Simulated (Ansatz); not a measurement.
Consider the atomization: `N[SiH]([SiH3])CCl` → C• + Cl• + 8 H• + N• + 2 Si•.

Computed with Ansatz on PBE0-D4/def2-TZVP structures; ΔE is electronic, products minus reactants. CCSD(T)/CBS adds triple-zeta CCSD(T) − MP2 to the extrapolated MP2 energy (def2 sets, frozen cores). This one scheme is used for every species, atoms too. DFT in def2-TZVPP. B3LYP here is the variant with VWN-RPA as its local correlation; programs differ in this. Open shells (•) are unrestricted, without spin–orbit coupling. Spin–orbit coupling would lower the free atoms: a little for C, Cl, Si. One conformer a species, not always the lowest.

```csv
level,ΔE (kJ/mol),difference from CCSD(T)/CBS
PBE-D4,4250.6,23.0
r2SCAN-D4,4216.4,-11.2
ωB97M-V,4236.5,8.9
r2SCAN,4208.2,-19.4
PBE0,4179.1,-48.5
B3LYP,4170.1,-57.5
HF/def2-TZVPP,3073.8,-1153.8
MP2/def2-TZVPP,4119.9,-107.7
SCS-MP2/def2-TZVPP,4140.7,-86.9
CCSD/def2-TZVPP,4049.1,-178.5
HF/def2-QZVPP,3081.5,-1146.1
MP2/def2-QZVPP,4194.0,-33.6
SCS-MP2/def2-QZVPP,4224.3,-3.3
HF/CBS(def2),3082.7,-1144.9
MP2/CBS(def2),4244.4,16.8
CCSD/CBS(def2),4173.5,-54.1
CCSD(T)/CBS,4227.6,0
```

Largest T1 diagnostic among the species: 0.012.

The D4 term adds +52.5 kJ/mol with B3LYP and +28.0 kJ/mol with PBE0; it sums over pairs of atoms, weighted by their polarisabilities, and B3LYP, whose exchange is more repulsive, gets the larger term. In def2-TZVPP, CCSD(T) changes the Hartree–Fock value by +1029.3 kJ/mol (the triples alone add +54.1 kJ/mol) and MP2 by +1046.1 kJ/mol; breaking electron pairs costs correlation energy, which Hartree–Fock lacks. From PBE to PBE0 (25 % exact exchange), in def2-TZVPP and without D4, ΔE moves by −38.9 kJ/mol: exact exchange takes away binding that semilocal exchange gives to molecules.

For atomizations the MP2-based limit and the directly extrapolated one differ by several kJ/mol either way, and by 10 to 25 for some Ge, Se and Sn compounds, so smaller differences from it don't rank the levels.
